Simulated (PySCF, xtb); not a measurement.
BBrH3NO, SMILES NB(O)Br.

Coordinates come from a ωB97X-D3(BJ)/def2-SVP optimisation. The values are those of a single conformer.

The numbers are results of IEF-PCM-PBE0/def2-SVP (PySCF), not measurements.

The values are the electrostatic part of the solvation free energy, E(continuum) − E(gas) at the gas-phase geometry, in a cavity of scaled van der Waals radii (PySCF's table); cavitation and dispersion terms are not included. In vacuum the orbital gap is 9.41 eV. The dipole moment in vacuum is 1.39 D.

| solvent | ε | ΔG(elec) (kcal/mol) | dipole (D) | gap (eV) |
|---|---|---|---|---|
| water | 78.36 | -6.1 | 1.72 | 9.36 |
| methanol | 32.61 | -6.0 | 1.72 | 9.36 |
| ethanol | 24.85 | -5.9 | 1.71 | 9.37 |

For comparison, GFN2-xTB/ALPB(water) (xtb, at the GFN2-xTB geometry, all terms of that model) gives -7.4 kcal/mol.
